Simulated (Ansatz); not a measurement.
Computed with Ansatz on PBE0-D4/def2-TZVP structures; ΔE is electronic, products minus reactants. CCSD(T)/CBS adds triple-zeta CCSD(T) − MP2 to the extrapolated MP2 energy (def2 sets, frozen cores). DFT in def2-TZVPP. B3LYP here is the variant with VWN-RPA as its local correlation; programs differ in this. For Ge outer-core shells are correlated without core-valence functions, which leaves a few kJ/mol of doubt a bond. Scalar relativity is left out up to krypton. One conformer a species, not always the lowest.

Consider the ligand exchange at the Si–N bond: `OC(O)N[SiH3]` + `[OH][Ge][F]` → `[F][Ge][O][SiH3]` + `NC(O)O`.

Question: Is it downhill or uphill in electronic energy at CCSD(T)/CBS, and by how much? (Estimate.)

Answer: Computed: Downhill: ΔE = -58.6 kJ/mol.

Question: What do these levels give: r2SCAN-D4, ωB97X-V, ωB97M-V, PBE0, B3LYP, HF/def2-TZVPP, MP2/def2-TZVPP, CCSD(T)/def2-TZVPP, HF/def2-QZVPP, SCS-MP2/def2-QZVPP, HF/CBS(def2), MP2/CBS(def2)? (An estimate is asked.)

Answer: The calculation gave: r2SCAN-D4 -56.1, ωB97X-V -56.6, ωB97M-V -56.1, PBE0 -53.6, B3LYP -59.1, HF/def2-TZVPP -70.5, MP2/def2-TZVPP -58.3, CCSD(T)/def2-TZVPP -58.7, HF/def2-QZVPP -71.5, SCS-MP2/def2-QZVPP -61.1, HF/CBS(def2) -71.7, MP2/CBS(def2) -58.2 kJ/mol.

Largest T1 diagnostic among the species: 0.015.

In def2-TZVPP, CCSD(T) changes the Hartree–Fock value by +11.7 kJ/mol (the triples alone add +1.5 kJ/mol) and MP2 by +12.2 kJ/mol.
